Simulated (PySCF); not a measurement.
CH7Si2, SMILES [SiH3]C[SiH2], multiplicity 2. Geometry optimised at PBE0-D3(BJ)/def2-SVP. The isomer is the one that the SMILES or the coordinates give; other isomers of the formula were not compared.

Computed with PBE0-D3(BJ)/def2-SVP in PySCF.

Harmonic wavenumbers (cm⁻¹): 96, 142, 168, 460, 552, 568, 585, 759, 766, 805, 911, 938, 945, 949, 1000, 1067, 1365, 2194, 2217, 2227, 2231, 2233, 3055, 3130. Rotational constants (GHz): 20.24, 2.944, 2.733; symmetry number 1.

Problem. Work out the zero-point energy and the ideal-gas rigid-rotor harmonic-oscillator thermochemistry at 298.15 K and 1 atm.

Solution. ZPE = ½ Σ hcν = ½ × 29363 cm⁻¹ = 41.98 kcal/mol. H − E(el) = 46.43 kcal/mol. Entropy in cal/(mol K): translation 38.87, rotation 25.09, vibration 12.42, spin 1.38, total 77.76. G − E(el) = 23.25 kcal/mol. Cp = 23.05 cal/(mol K). Modes under 150 cm⁻¹ make the vibrational entropy uncertain.
